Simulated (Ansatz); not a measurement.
Computed with Ansatz on PBE0-D4/def2-TZVP structures; ΔE is electronic, products minus reactants. CCSD(T)/CBS is the MP2 limit (def2-TZVPP, def2-QZVPP) plus CCSD(T) − MP2 in def2-TZVPP, frozen cores. This one scheme is used for every species. Functionals use def2-TZVPP. B3LYP here is the variant with VWN-RPA as its local correlation; programs differ in this. HSE06 is defined as in plane-wave codes. For Ge outer-core shells are correlated without core-valence functions, which leaves a few kJ/mol of doubt a bond. Scalar relativity is left out up to krypton. Each species was taken in one conformer, which may not be the lowest.

`[F][Ge][O][SiH3]` + `O[SiH3]` → `[SiH3][O][Ge][O][SiH3]` + H–F  (ligand exchange at a Ge–F bond)

```
             level  ΔE (kJ/mol)  difference from CCSD(T)/CBS
       LDA (SPW92)         21.8                          8.5
            PBE-D4         22.3                          9.0
         revPBE-D4         18.6                          5.3
           BLYP-D4         21.7                          8.4
         r2SCAN-D4         23.3                         10.0
            B97M-V         26.2                         12.9
          B3LYP-D4         19.7                          6.4
        r2SCAN0-D4         19.7                          6.4
          HSE06-D4         18.3                          5.0
          BHLYP-D4         16.7                          3.4
           ωB97X-V         25.1                         11.8
           ωB97M-V         23.9                         10.6
            B2PLYP         23.8                         10.5
          PBE-QIDH         16.7                          3.4
               PBE         29.7                         16.4
            revPBE         32.5                         19.2
              BLYP         36.1                         22.8
            r2SCAN         25.5                         12.2
              PBE0         25.3                         12.0
             B3LYP         31.6                         18.3
           r2SCANh         24.2                         10.9
           r2SCAN0         22.4                          9.1
             HSE06         24.9                         11.6
             BHLYP         28.4                         15.1
         CAM-B3LYP         31.2                         17.9
           LC-ωPBE         29.3                         16.0
RPA@PBE/def2-TZVPP         14.0                          0.7
       HF/def2-SVP         24.0                         10.7
     CCSD/def2-SVP         18.1                          4.8
  CCSD(T)/def2-SVP         16.4                          3.1
     HF/def2-TZVPP         27.2                         13.9
    MP2/def2-TZVPP         10.0                         -3.3
SCS-MP2/def2-TZVPP         14.4                          1.1
   CCSD/def2-TZVPP         14.8                          1.5
CCSD(T)/def2-TZVPP         12.6                         -0.7
     HF/def2-QZVPP         28.0                         14.7
    MP2/def2-QZVPP         10.6                         -2.7
SCS-MP2/def2-QZVPP         15.1                          1.8
      HF/CBS(def2)         28.1                         14.8
    CCSD/CBS(def2)         15.4                          2.1
       CCSD(T)/CBS         13.3                            0
```

Largest T1 diagnostic among the species: 0.015.

From PBE to PBE0 (25 % exact exchange), in def2-TZVPP and without D4, ΔE moves by −4.4 kJ/mol. At CCSD(T), def2-SVP lies +3.1 kJ/mol from the extrapolated value and def2-TZVPP −0.6 kJ/mol.
